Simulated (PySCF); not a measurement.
Compound: C2H10OSi2.
SMILES with atom numbers: `[OH:1][SiH2:2][CH2:3][CH2:4][SiH3:5]` (hydrogens: H6 on O1; H7, H8 on Si2; H9, H10 on C3; H11, H12 on C4; H13, H14, H15 on Si5)

A GFN2-xTB structure was refined with PySCF 2.14.0, PBE0-D3(BJ)/def2-SVP geometry optimisation, gas phase. Its GFN2-xTB values:

| coordinate | GFN2-xTB |
| --- | --- |
| O1–Si2 | 1.642 Å |
| O1–H6 | 0.918 Å |
| Si2–C3 | 1.910 Å |
| Si2–H7 | 1.465 Å |
| C3–C4 | 1.492 Å |
| C3–H9 | 1.112 Å |
| C4–Si5 | 1.929 Å |
| C4–H11 | 1.089 Å |
| Si5–H13 | 1.471 Å |
| O1–Si2–C3 | 105.3° |
| Si2–C3–C4 | 111.5° |
| C3–C4–Si5 | 111.6° |
| O1–Si2–C3–C4 | -60° |
| Si2–C3–C4–Si5 | 180° |

How do these coordinates change at the PBE0-D3(BJ)/def2-SVP level?

| coordinate | PBE0-D3(BJ)/def2-SVP (Å or °) | change |
| --- | --- | --- |
| C4–Si5 | 1.886 | -0.043 |
| O1–H6 | 0.961 | +0.043 |
| C3–C4 | 1.534 | +0.042 |
| Si2–C3 | 1.871 | -0.039 |
| Si2–H7 | 1.500 | +0.035 |
| O1–Si2 | 1.671 | +0.029 |
| Si5–H13 | 1.496 | +0.025 |
| C4–H11 | 1.104 | +0.015 |
| C3–H9 | 1.105 | -0.007 |
| C3–C4–Si5 | 113.8 | +2.2 |
| Si2–C3–C4 | 113.0 | +1.5 |
| O1–Si2–C3 | 105.7 | +0.4 |
| Si2–C3–C4–Si5 | 177 | -3 |
| O1–Si2–C3–C4 | -58 | +2 |

The energy falls by 0.210 eV over 8 energy and gradient evaluations, the largest force component goes from 0.0437 to 4.2e-04 Eh/bohr, and the atoms move by 0.054 Å rms after alignment. Among the bonds, C3–C4, C4–Si5, O1–H6 and Si5–H14 change most and about equally (-0.043 to +0.043 Å). Bonds longer at the end by more than 0.005 Å: 11 of 14; shorter: 3. Rotational constants go from 8596, 1103, 1038 to 8246, 1111, 1040 MHz.

The run used 128 basis functions and 46 SCF cycles in all. On Arm Neoverse V2, one thread, no GPU (shared host), this took 46 s of wall time and 0.49 GiB of memory at its peak.

PBE0-D3(BJ)/def2-SVP frequencies: not computed here. The numbers are those of one conformer.

The values belong to the conformer `[OH:1][SiH2:2][CH2:3][CH2:4][SiH3:5]`: O1–Si2–C3–C4 -58°, Si2–C3–C4–Si5 177°, H–O1–Si2–C3 175°.
